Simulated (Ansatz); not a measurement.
Reaction (cleavage of the Si–Si bond): `C[SiH](C)[SiH2]Cl` + `O[SiH3]` → `C[SiH](C)O[SiH3]` + `[SiH3]Cl`

Program: Ansatz. Geometries: PBE0-D4/def2-TZVP. ΔE: electronic, gas phase. CCSD(T)/CBS adds triple-zeta CCSD(T) − MP2 to the extrapolated MP2 energy (def2 sets, frozen cores). This one scheme is used for every species. Functionals use def2-TZVPP. Each species was taken in one conformer, which may not be the lowest.

```json
{"species": "`C[SiH](C)[SiH2]Cl`", "ωB97X-V energy (Eh)": "-1120.76874"}
{"species": "`O[SiH3]`", "ωB97X-V energy (Eh)": "-367.12562"}
{"species": "`C[SiH](C)O[SiH3]`", "ωB97X-V energy (Eh)": "-736.49591"}
{"species": "`[SiH3]Cl`", "ωB97X-V energy (Eh)": "-751.44310"}
```

(1) Work out ΔE.

Largest T1 diagnostic among the species: 0.011.

Answers

(1) ΔE = (-736.49591) + (-751.44310) − (-1120.76874) − (-367.12562) = -0.04465 Eh = -28.0 kcal/mol. CCSD(T)/CBS gives -28.5 kcal/mol.

The D4 term adds +0.8 kcal/mol with B3LYP and +0.5 kcal/mol with PBE0; it sums over pairs of atoms, weighted by their polarisabilities, and B3LYP, whose exchange is more repulsive, gets the larger term. From PBE to PBE0 (25 % exact exchange), in def2-TZVPP and without D4, ΔE moves by −2.2 kcal/mol. In def2-TZVPP, CCSD(T) changes the Hartree–Fock value by +6.9 kcal/mol (the triples alone add +1.0 kcal/mol) and MP2 by +5.9 kcal/mol.

B3LYP here is the variant with VWN-RPA as its local correlation; programs differ in this.
